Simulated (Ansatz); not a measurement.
Reaction (formal exchange of groups at the Si–P bond): `N[SiH2]P` + `C[SeH]` → `N[SiH2]C[SeH]` + PH₃

Gas-phase electronic energies from Ansatz, PBE0-D4/def2-TZVP geometries. CCSD(T)/CBS adds triple-zeta CCSD(T) − MP2 to the extrapolated MP2 energy (def2 sets, frozen cores). This one scheme is used for every species. Functionals use def2-TZVPP. B3LYP here is the variant with VWN-RPA as its local correlation; programs differ in this. For Se outer-core shells are correlated without core-valence functions, which leaves a few kJ/mol of doubt a bond. Scalar relativity is left out up to krypton. Each species was taken in one conformer, which may not be the lowest.

| level | ΔE (kJ/mol) | difference from CCSD(T)/CBS |
| --- | --- | --- |
| r2SCAN-D4 | 13.4 | 5.2 |
| ωB97X-V | 10.8 | 2.6 |
| PBE | 19.8 | 11.6 |
| r2SCAN | 14.4 | 6.2 |
| B3LYP | 16.0 | 7.8 |
| SCS-MP2/def2-TZVPP | 5.7 | -2.5 |
| CCSD/def2-TZVPP | 7.2 | -1.0 |
| CCSD(T)/def2-TZVPP | 6.7 | -1.5 |
| HF/def2-QZVPP | 13.2 | 5.0 |
| MP2/def2-QZVPP | 6.3 | -1.9 |
| CCSD(T)/CBS | 8.2 | 0 |

Largest T1 diagnostic among the species: 0.013.

The D4 term adds −5.5 kJ/mol with B3LYP and −3.1 kJ/mol with PBE0; it sums over pairs of atoms, weighted by their polarisabilities, and B3LYP, whose exchange is more repulsive, gets the larger term. In def2-TZVPP, CCSD(T) changes the Hartree–Fock value by −6.2 kJ/mol (the triples alone add −0.5 kJ/mol) and MP2 by −7.6 kJ/mol.
